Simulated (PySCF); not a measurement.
ECD: `C=C[C@@]12CC[C@@H]1C2`, C$_{7}$H$_{10}$

Geometry (Å), atoms numbered from 1 in this order:
```xyz
17

C     2.1064   -0.1079    1.4798
C     1.3482   -0.7529    0.6051
C     0.2373   -0.1750   -0.1474
C    -0.7889   -0.9955   -0.9284
C    -1.9010   -0.0340   -0.4608
C    -0.8637    0.7859    0.2901
C     0.1923    1.2430   -0.6573
H     1.9565    0.9349    1.7055
H     2.9062   -0.5983    2.0063
H     1.5224   -1.8049    0.4119
H    -0.6224   -1.0406   -2.0049
H    -0.9091   -2.0063   -0.5440
H    -2.6280   -0.5114    0.1923
H    -2.4283    0.5015   -1.2508
H    -1.0189    1.2422    1.2538
H    -0.0582    1.4176   -1.6944
H     0.9422    1.9137   -0.2667
```

Computed, not measured: TDDFT B3LYP/def2-SVPD circular dichroism and optical rotation, one conformer, gas phase in PySCF. Geometry: GFN2-xTB.

The molecule is flexible and this is one conformer; a measurement averages over conformers. States above about 6.4 eV (minus the energy of the highest occupied orbital) lie near or above the ionisation threshold and depend on the basis.

Q: What are the CIP labels of the stereocentres?

A: C3 S, C6 R.

Q: List the lowest 16 singlet excitations with oscillator and rotatory strengths.

A: Rotatory strengths R in 10⁻⁴⁰ esu² cm², velocity form and length form (origin at the centre of mass); f in length form.
| state | E (eV) | λ (nm) | f | R (velocity) | R (length) | main |
| --- | --- | --- | --- | --- | --- | --- |
| 1 | 5.81 | 213 | 0.277 | -59.8 | -60.8 | HOMO→LUMO 0.94 |
| 2 | 6.14 | 202 | 0.038 | -12.2 | -12.6 | HOMO→LUMO+1 0.96 |
| 3 | 6.59 | 188 | 0.0007 | 0.0 | +0.6 | HOMO→LUMO+2 0.80, HOMO→LUMO+3 0.17 |
| 4 | 6.63 | 187 | 0.023 | +39.9 | +43.1 | HOMO−1→LUMO 0.68, HOMO→LUMO+3 0.24 |
| 5 | 6.67 | 186 | 0.022 | -17.6 | -17.9 | HOMO→LUMO+3 0.55, HOMO−1→LUMO 0.27 |
| 6 | 6.88 | 180 | 0.014 | -22.8 | -23.4 | HOMO→LUMO+4 0.98 |
| 7 | 7.26 | 171 | 0.003 | +11.3 | +11.3 | HOMO→LUMO+5 0.96 |
| 8 | 7.45 | 167 | 0.017 | +6.8 | +6.1 | HOMO→LUMO+6 0.91 |
| 9 | 7.53 | 165 | 0.007 | +14.4 | +13.7 | HOMO−1→LUMO+1 0.92 |
| 10 | 7.57 | 164 | 0.002 | +4.9 | +5.0 | HOMO−3→LUMO 0.94 |
| 11 | 7.76 | 160 | 0.010 | -0.2 | +0.4 | HOMO→LUMO+7 0.88 |
| 12 | 7.82 | 159 | 0.057 | -23.7 | -25.6 | HOMO−2→LUMO 0.79 |
| 13 | 7.98 | 155 | 0.007 | +18.0 | +17.9 | HOMO→LUMO+8 0.79 |
| 14 | 8.02 | 155 | 0.022 | +34.1 | +35.0 | HOMO−1→LUMO+2 0.87 |
| 15 | 8.07 | 154 | 0.010 | +6.3 | +6.0 | HOMO−1→LUMO+3 0.86 |
| 16 | 8.20 | 151 | 0.032 | -13.0 | -12.8 | HOMO−1→LUMO+4 0.46, HOMO→LUMO+9 0.41 |

For states 3, 11 the two forms differ in sign, so the sign of R isn't settled.

Among the states computed, the strongest CD band (largest |R|) is state 1. The largest dissymmetry factor in size, g = 4R/(D+G), with D and G the electric and magnetic dipole strengths, is +0.043 for state 7 (velocity form, f = 0.003), among bands with |R| over 0.5. The mirror image has the same energies and oscillator strengths and all R with the opposite sign.
